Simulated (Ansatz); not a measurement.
`N[AsH]N[SiH3]` + H₂ → `[SiH3]N[AsH2]` + NH₃ at 500 K and 1 bar (hydrogenolysis of the As–N bond).

Isolated molecules relaxed with PBE0-D4/def2-TZVP in Ansatz; ΔE leaves out vibrations. CBS: MP2 limit from def2 TZ/QZ plus the TZ coupled-cluster correction, frozen cores. This one scheme is used for every species. For As outer-core shells are correlated without core-valence functions, which leaves a few kJ/mol of doubt a bond. Scalar relativity is left out up to krypton. Each species was taken in one conformer, which may not be the lowest.

```json
{"species": "`N[AsH]N[SiH3]`", "CCSD(T)/CBS energy (Eh)": "-2637.72137", "H − E (kJ/mol)": "248.2", "S (J/(mol·K))": "431.0"}
{"species": "H₂", "CCSD(T)/CBS energy (Eh)": "-1.17544", "H − E (kJ/mol)": "41.0", "S (J/(mol·K))": "145.5"}
{"species": "`[SiH3]N[AsH2]`", "CCSD(T)/CBS energy (Eh)": "-2582.40077", "H − E (kJ/mol)": "189.6", "S (J/(mol·K))": "387.2"}
{"species": "NH₃", "CCSD(T)/CBS energy (Eh)": "-56.50880", "H − E (kJ/mol)": "108.2", "S (J/(mol·K))": "211.8"}
```

H − E and S are ideal-gas, rigid-rotor, harmonic terms from PBE0-D4/def2-TZVP, for one conformer and one mirror image of each species. For small species the MP2-based limit differs from directly extrapolated CCSD(T) by up to some mEh (0.8 for H₂); such offsets cancel only in part. 1 Eh = 2625.50 kJ/mol, R = 8.31446 J/(mol·K).

Q: By hand: ΔE, ΔH, ΔS and ΔG.

A: ΔE = (-2582.40077) + (-56.50880) − (-2637.72137) − (-1.17544) = -0.01276 Eh = -33.5 kJ/mol. Δ(H − E) = 189.6 + 108.2 − 248.2 − 41.0 = 8.6, so ΔH = -24.9 kJ/mol. ΔS = 387.2 + 211.8 − 431.0 − 145.5 = 22.5 J/(mol·K). ΔG = -24.9 − 500 × (22.5)/1000 = -36.1 kJ/mol.

Q: By hand: the equilibrium constant, and the temperature at which ΔG would vanish if ΔH and ΔS stayed fixed.

A: log₁₀ K = −ΔG/(RT ln 10) = 3.8. ΔH and −TΔS have one sign here, so there is no such temperature.

TΔS isn't small against ΔH here. A doubt of 5 kJ/mol in ΔE shifts log₁₀ K by 0.5 here. Other conformers and mirror images would add mixing entropy, several J/(mol·K) or more a flexible species. Modes under 60 cm⁻¹, often nearly free rotors, make the harmonic entropy too high. These are equilibria of isolated gas molecules and say nothing of rates. Largest T1 diagnostic: 0.011 (customary marks: 0.02 for closed shells, 0.045 for open ones).
